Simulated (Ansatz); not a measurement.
```yaml
atoms:
  - { symbol: Si, position_ang: [-0.0207, -0.0409, 0.0595] }
  - { symbol: H, position_ang: [1.4529, -0.0411, -0.3698] }
  - { symbol: H, position_ang: [-0.7381, 1.2618, -0.3387] }
  - { symbol: H, position_ang: [-0.6996, -1.2138, -0.4150] }
```

Basis set: 6-31G* (spherical functions). Frozen core: 5 orbitals. Charge 0, multiplicity 2.

Computed with Ansatz (development build ahead of 0.2.0); each method stands on the lowest determinant of its kind that the runs found.

The atomization energy at this shape (free ground-state atoms in the same class of orbitals less the molecule, no zero-point energy) of doublet SiH3:

```tsv
method	atomization energy
UHF	724.6 kJ/mol
```

(1) What does UHF-MP2 give?

Results:

(1) 800.0 kJ/mol.
